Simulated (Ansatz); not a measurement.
`[OH][Nb]([F])([F])([F])[Cl]` + H–F → `[F][Nb]([F])([F])([F])[Cl]` + H₂O at 400 K and 1 bar (ligand exchange at the Nb–O bond).

Computed with Ansatz on PBE0-D4/def2-TZVP structures; ΔE is electronic, products minus reactants. CBS: MP2 limit from def2 TZ/QZ plus the TZ coupled-cluster correction, frozen cores. This one scheme is used for every species. Elements past krypton have def2 core potentials. For Nb outer-core shells are correlated without core-valence functions, which leaves a few kJ/mol of doubt a bond. One conformer a species, not always the lowest.

```
                      species  CCSD(T)/CBS energy (Eh)  H − E (kJ/mol)  S (J/(mol·K))
`[OH][Nb]([F])([F])([F])[Cl]`               -892.11593            92.7          421.1
                          H–F               -100.39570            36.5          182.2
 `[F][Nb]([F])([F])([F])[Cl]`               -916.14557            61.5          401.0
                          H₂O                -76.37941            69.8          198.6
```

H − E and S are ideal-gas, rigid-rotor, harmonic terms from PBE0-D4/def2-TZVP, for one conformer and one mirror image of each species. 1 Eh = 2625.50 kJ/mol, R = 8.31446 J/(mol·K).

Task: By hand: ΔE, ΔH, ΔS and ΔG.

Result: ΔE = (-916.14557) + (-76.37941) − (-892.11593) − (-100.39570) = -0.01335 Eh = -35.1 kJ/mol. Δ(H − E) = 61.5 + 69.8 − 92.7 − 36.5 = 2.1, so ΔH = -33.0 kJ/mol. ΔS = 401.0 + 198.6 − 421.1 − 182.2 = -3.7 J/(mol·K). ΔG = -33.0 − 400 × (-3.7)/1000 = -31.5 kJ/mol.

Task: By hand: the equilibrium constant, and the temperature at which ΔG would vanish if ΔH and ΔS stayed fixed.

Result: log₁₀ K = −ΔG/(RT ln 10) = 4.1. ΔG = 0 at ΔH/ΔS = 8919 K, far beyond where these terms or the molecules hold.

The number of gas molecules stays the same, so ΔS is small and ΔH decides. A doubt of 5 kJ/mol in ΔE shifts log₁₀ K by 0.7 here. Other conformers and mirror images would add mixing entropy, several J/(mol·K) or more a flexible species. Modes under 60 cm⁻¹, often nearly free rotors, make the harmonic entropy too high. These are equilibria of isolated gas molecules and say nothing of rates. Largest T1 diagnostic: 0.020 (customary marks: 0.02 for closed shells, 0.045 for open ones).
